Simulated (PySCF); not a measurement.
I: excitation energy

I [Kr] 4d10 5s2 5p5 (2P) → I [Kr] 4d10 5s1 5p5 5d1 (high-spin determinant), as a difference of total energies. Calculation: PySCF 2.14, in aug-cc-pVQZ-PP with one added diffuse shell each of s, p, d, f, g type with ECP28MDF (8s8p6d4f3g, 117 functions); scalar relativity through the core potential. Correlated levels: valence: 4s2 4p6 4d10 frozen. The calculations carry no spin-orbit coupling.

| method | excitation energy (eV) |
| --- | --- |
| UHF | 19.536 |
| LDA | 19.215 |
| PBE | 18.815 |
| PBE0 | 19.217 |
| r2SCAN | 19.187 |
| wB97X-V | 19.850 |
| B3LYP | 19.254 |
| revPBE | 18.710 |
| MP2 (valence) | 18.994 |
| SCS-MP2 (valence) | 18.944 |

**Question.** How much does correlation contribute at MP2 (valence)?

**Answer.** 18.994 − (19.536) = -0.542 eV, measured against UHF.

The upper state lies above the first ionisation limit, where it may autoionise and the basis confines it.

The promoted electron is Rydberg-like, and one or two diffuse shells describe it only roughly, which tends to raise the upper state.

The determinant of the upper state mixes LS terms, which raises its energy above the lowest term, most at the Hartree-Fock and MP2 levels.
